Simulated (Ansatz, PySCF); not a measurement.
CH4ClNSW, SMILES [CH3][W](=[S])([Cl])=[NH], multiplicity 1.

Coordinates come from a PBE0-D3(BJ)/def2-SVP optimisation. The multiplicity is an assumed one; no other spin state was optimised. The structure was generated by enumeration; whether it is a known compound was not checked. The def2 effective core potentials stand for the cores of W; spin–orbit coupling is left out.

Vertical ionisation energy (IE) and electron affinity (EA) in eV. Rows of orbital energies are one-electron estimates. Where ΔSCF, EOM or ADC give a negative EA the extra electron is unbound and the value depends on the basis.

```csv
level,IE,EA
"−ε(HOMO), −ε(LUMO), r2SCAN/def2-TZVP (PySCF)",6.66,3.41
"−ε(HOMO), −ε(LUMO), PBE/def2-TZVP (PySCF)",6.39,3.46
"ΔSCF, PBE0/def2-SVPD (Ansatz), final states of multiplicity 2 and 2",9.47,1.28
"ΔSCF, PBE/def2-SVPD (Ansatz), final states of multiplicity 2 and 2",9.31,1.00
```

### Question
What vertical singlet–triplet gap does ΔSCF give with PBE0/def2-SVPD (Ansatz, a quantum-chemistry and plane-wave program) and with PBE/def2-SVPD (Ansatz)? (An estimate is asked for; the answer gives what the named calculation found.)

### Answer
2.81 and 2.96 eV (triplet above singlet where positive).
